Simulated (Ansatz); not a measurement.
Molecule: LaF (charge 0, singlet). 
Coordinates optimised at B3LYP-D3(BJ)/def2-TZVP (Ansatz, an electronic-structure program):
```xyz
2

La     0.0000     0.0000    -0.2850
F      0.0000     0.0000     1.8047
```
Charge 0, spin multiplicity 1.

Basis-set convergence of Hartree-Fock and MP2 correlation energies (hartree) with Ansatz. Correlated levels leave the core frozen unless marked. Spin-orbit coupling is left out. Frozen are the shells of the preceding noble gas and the d and f shells that filled before the atom's block. Past Kr the def2 sets carry scalar-relativistic core potentials.

The Hartree-Fock reference is unstable (checked in the largest basis), which strains HF and MP2. 

```csv
basis,functions,E(HF),"E(corr, MP2)"
def2-SVPD,58,-130.54085,-0.24535
def2-TZVPPD,99,-130.66265,-0.30738
def2-QZVPPD,147,-130.66921,-0.33272
```

Extrapolating the two largest sets (X = 3 and 4) as X^-3: E(corr) = (64·(-0.33272) - 27·(-0.30738))/37 = -0.3512 Eh, an estimate of the basis-set limit. The largest set recovers 94.7 % of it, the smallest 69.9 %.
